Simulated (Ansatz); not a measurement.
Two structures of SnH$_{5}$SF, singlet, reached by relaxing down either side of one saddle point (PBE0-D4/def2-TZVP). Energies are electronic, without zero-point energy. Program: Ansatz 0.2.0. Basis: def2-TZVPP and def2-QZVPP. Cores are frozen in the correlated methods. Filled d shells of the heavier atoms are correlated. Core potentials replace the inner electrons of the atoms past krypton. The def2 sets are not built for correlating such inner shells, so the correlated values are less sure here. Extrapolation: Hartree–Fock as exp(−7.88 √X), correlation as X^−2.97. First:

```xyz
8
angstrom
Sn -1.1341 0.0187 -0.1943
S 0.7532 1.1769 0.8131
H -1.0829 0.4869 -1.8242
H -2.5457 0.5740 0.5830
H -0.9082 -1.6476 0.0437
H 1.9574 -0.1875 -0.3764
F 2.2254 -0.8578 -0.9790
H 0.7350 0.4365 1.9342
```

Second:

Sn1  (-0.984, -0.737, -0.652)
S2  (1.347, 1.847, 0.774)
H3  (-0.984, 0.582, -1.720)
H4  (-1.554, -0.404, 0.912)
H5  (-1.650, -2.154, -1.323)
H6  (1.766, 0.627, 0.390)
F7  (0.882, -1.214, -0.424)
H8  (1.177, 1.452, 2.044)
(Å)

(1) Which bonds change from the first to the second?

(2) Give the saddle point's structure and its height above each. (Judge from chemistry; the value comes from the calculation.)

The T1 diagnostic stays at or below 0.014.

Results:

(1) SnH₄S ([SH][SnH3]) + HF → SnH₃F ([F][SnH3]) + H₂S; bonds formed: Sn1–F7, S2–H6; bonds broken: Sn1–S2, H6–F7.

(2) Computed: 101.9 kJ/mol above the first and 84.3 kJ/mol above the second (CCSD(T) at an estimated basis limit (MP2 extrapolated from triple and quadruple zeta, plus CCSD(T) − MP2 in triple zeta)).
Sn1  (-0.815, -0.317, -0.428)
S2  (1.021, 1.473, 0.586)
H3  (-1.078, 0.737, -1.734)
H4  (-1.738, -0.062, 0.985)
H5  (-1.059, -1.942, -0.909)
H6  (1.522, 0.053, 0.059)
F7  (1.264, -0.992, -0.411)
H8  (0.883, 1.049, 1.852)
(Å)

Labels in which every atom is bracketed show which atoms are joined, not bond orders.

For scale, one of the runs: CCSD(T)/def2-TZVPP, 193 basis functions, launched by `ansatz run in.yaml --threads 4 --pin off --events-out ev --progress --plain --max-ram 9574MiB`. Time: 2.1 min of wall clock on 4 CPU threads of an AMD EPYC; the host was shared. Peak host memory: 2.4 GiB.
